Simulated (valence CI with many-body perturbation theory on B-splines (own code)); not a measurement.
**Run record, Dy LII**

Computed by valence CI with perturbative core correlation (CI+MBPT): five valence electrons over a frozen Dirac-Fock core [Ne], radial functions for each j: 6 s, 6 p, 5 d, 3 f, 1 g, with the one-electron correlation potential Σ1 (screened to all orders), the two-electron term Σ2, the three-electron term Σ3, Breit, model QED; selected single and double excitations, second order for the rest, scaled by the run's own slope (own B-spline code, finite nucleus).

Command, and the settings that its task file holds:

```sh
python run_cv.py task.json out
```

```
atom Dy  Z=66  mass_number=164  rms_radius_fm=5.2218
core [Ne]
valence 3s2 3p3
avg = 1
basis = S
breit = 1
cap = 10000
capref = 1200
cscale = 1
de = 0.0
dress = 0
ecut = 174.22
eps = 2e-08
extrap = 1
h = 0.27
hh = 1
l2 = 3
lcore = 6
maxit = 60
n2 = 5
natural = 1
nlev = 21
nno = [3, 3, 3, 2, 1]
nroot = 26
nsp = [3, 3, 2, 1, 0]
pt2 = 1
qed = 1
rpa = 1
s1 = 1
s2 = 1
s3 = 1
screen = 1
tol = 2e-05
whole = 1
```

It took 29 s on 1 thread of Arm Neoverse N1, with other jobs on the host.

Log. The first blocks belong to the next ion, which gives the ionisation energy. Fields: 2J, parity (1 odd), roots, reference size, generating configurations, candidates as configurations/state functions, variational space P, stored matrix elements, Davidson steps; e2 is the range of second-order energies in hartree. The first line gives the box (bohr), its intervals, the orbitals and the steps of their self-consistent field. Window is the range of levels sought, series limit the energy at which the first omitted orbital would enter, core excitation an estimate of the first excitation out of the core, left out the lowest levels not solved, and shifts from estimates the range by which levels moved from their first estimate, all in cm⁻¹.

```
rmax 1.6 intervals 55 orbitals 36 references ['3s2 3p3', '3s 3p4', '3s2 3p2 3d', '3s 3p3 3d', '3s2 3p 3d2'] scf 4 t 0.8
2J=0 par=0 roots 2 ref 24 generators 8 cand 3160/5082 P 726/1000 nnz 0 it 0
2J=0 par=0 roots 2 ref 24 generators 8 cand 2454/4106 P 1596/2415 nnz 0 it 5
   second order: generators 16 cand 2816/4630 e2 -0.00001 -0.00001
reference levels 559, estimated 61, window 3792740 1/cm; series limit 24958246, core excitation 52373699
2J=3 par=1 roots 4 ref 66 generators 16 cand 7291/68274 P 942/3588 nnz 1.4e+06 it 4
2J=3 par=1 roots 4 ref 66 generators 22 cand 7545/71040 P 2031/9989 nnz 9.4e+06 it 7
   second order: generators 30 cand 9161/113971 e2 -0.00149 -0.00020
2J=3 par=0 roots 7 ref 71 generators 16 cand 7295/68296 P 858/3597 nnz 1.5e+06 it 10
2J=3 par=0 roots 7 ref 71 generators 23 cand 7890/75472 P 1965/9995 nnz 8.9e+06 it 10
   second order: generators 33 cand 9708/101693 e2 -0.00260 -0.00102
2J=5 par=1 roots 2 ref 65 generators 9 cand 6547/63171 P 798/3590 nnz 1.6e+06 it 5
2J=5 par=1 roots 2 ref 65 generators 16 cand 7415/79533 P 1753/10000 nnz 1e+07 it 6
   second order: generators 24 cand 8460/115067 e2 -0.00146 -0.00042
2J=1 par=1 roots 2 ref 41 generators 11 cand 6157/34130 P 1150/3554 nnz 1.2e+06 it 4
2J=1 par=1 roots 2 ref 41 generators 16 cand 6638/36815 P 2598/10000 nnz 8.2e+06 it 6
   second order: generators 23 cand 7190/49481 e2 -0.00022 -0.00011
2J=5 par=0 roots 7 ref 74 generators 16 cand 7343/81675 P 822/3600 nnz 1.6e+06 it 5
2J=5 par=0 roots 7 ref 74 generators 22 cand 7707/90113 P 1846/9994 nnz 9.3e+06 it 9
   second order: generators 36 cand 11305/153984 e2 -0.00373 -0.00149
2J=1 par=0 roots 5 ref 44 generators 16 cand 7005/40007 P 1140/3560 nnz 1.3e+06 it 6
2J=1 par=0 roots 5 ref 44 generators 21 cand 6994/41461 P 2647/9992 nnz 8e+06 it 7
   second order: generators 27 cand 7809/51454 e2 -0.00071 -0.00029
2J=7 par=0 roots 4 ref 54 generators 13 cand 7312/84115 P 771/3525 nnz 1.6e+06 it 4
2J=7 par=0 roots 4 ref 54 generators 17 cand 7430/86854 P 1625/9997 nnz 1e+07 it 7
   second order: generators 27 cand 9722/129021 e2 -0.00182 -0.00147
2J=9 par=0 roots 2 ref 34 generators 7 cand 4996/55744 P 731/3538 nnz 1.8e+06 it 4
2J=9 par=0 roots 2 ref 34 generators 12 cand 6629/69151 P 1608/9997 nnz 1.3e+07 it 5
   second order: generators 22 cand 7952/102392 e2 -0.00037 -0.00035
left out: unestimated 5512986, estimated 4368517, shifts from estimates -40 to 57
operators 0.8
```

The Davidson iterations converged. The settings are bad on purpose, so the numbers may not be properties of the ion.

No measured spectrum was set against this ion. As an estimate, large intervals hold to a few tenths of a per cent, small ones and those within an open d or f shell to about a per cent. Among the levels kept, up to 620 cm⁻¹ of a level comes from second order outside the variational space, and about a tenth of that is noise between levels of different J, which matters for small intervals.

```
Valence energy                            : -931.8713 hartree
Ionisation energy                         : 4631.3 eV (NIST: 4629 ± 4 eV (theoretical))
Reference configurations for the orbitals : 3s2 3p3, 3s 3p4, 3s2 3p2 3d, 3s 3p3 3d, 3s2 3p 3d2
Radial orbitals                           : 36
Box radius                                : 1.621 bohr
Largest variational space                 : 10000
Lowest levels                             : (3s^2 3p1/2^2 3p3/2) J=3/2 0.00, (3s^2 3p1/2 3p3/2^2) J=3/2 193.93, (3s^2 3p1/2^2 3d3/2) J=3/2 197.99, (3s^2 3p1/2 3p3/2^2) J=5/2 204.37, (3s^2 3p1/2 3p3/2^2) J=1/2 217.55, (3s^2 3p1/2^2 3d5/2) J=5/2 255.51, (3s 3p1/2^2 3p3/2^2) J=5/2 340.12, (3s 3p1/2^2 3p3/2^2) J=3/2 366.25, (3s 3p1/2^2 3p3/2^2) J=1/2 366.87, (3s^2 3p1/2 3p3/2 3d3/2) J=5/2 [a] 390.17, (3s^2 3p1/2 3p3/2 3d3/2) J=3/2 [a] 392.63, (3s^2 3p1/2 3p3/2 3d3/2) J=1/2 [a] 392.73, (3s^2 3p1/2 3p3/2 3d3/2) J=7/2 400.81, (3s^2 3p3/2^3) J=3/2 413.09 eV
```

Levels are named by their leading jj configuration (3d3/2^4 stands for four electrons in 3d with j = 3/2), which in mixed levels can hold well under half, so a name can repeat and another be missing. Letters in brackets count levels of one name in rising energy.
